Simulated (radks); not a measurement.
Problem. The mean radii <r> (bohr) of the occupied orbitals of an atom or ion are listed with their occupations. Calculated with a radial shooting solver on a logarithmic mesh with Libxc functionals: Dirac Kohn-Sham, LB94 model potential, spin-unpolarised, spherical densities, finite nucleus; Fermi nuclear charge, rms radius of each element as measured or else 0.836 A^(1/3) + 0.57 fm.

| orbital | occ. | <r> |
|---|---|---|
| 1s1/2 | 2 | 0.02607 |
| 2s1/2 | 2 | 0.1115 |
| 2p1/2 | 2 | 0.09376 |
| 2p3/2 | 4 | 0.09966 |
| 3s1/2 | 2 | 0.2983 |
| 3p1/2 | 2 | 0.2881 |
| 3p3/2 | 4 | 0.2998 |
| 3d3/2 | 4 | 0.2705 |
| 3d5/2 | 6 | 0.2742 |
| 4s1/2 | 2 | 0.6949 |
| 4p1/2 | 2 | 0.7201 |
| 4p3/2 | 4 | 0.7482 |
| 4d3/2 | 4 | 0.8256 |
| 4d5/2 | 6 | 0.8358 |
| 5s1/2 | 2 | 1.653 |
| 5p1/2 | 2 | 1.853 |
| 5p3/2 | 2 | 1.928 |

Name the element and its charge. Open shells, if any, fill j = l - 1/2 first.

Solution. Z = 55, caesium, charge +3: Cs3+ in [Kr] 4d10 5s2 5p4. The 1s radius gives Z: for a bare nucleus <r> = (2 gamma + 1)/(2Z) with gamma = sqrt(1 - (Z/c)^2), 0.02574 bohr for Z = 55, and screening makes it slightly larger (0.02607 here). The occupations add up to 52, and the charge is Z minus that.
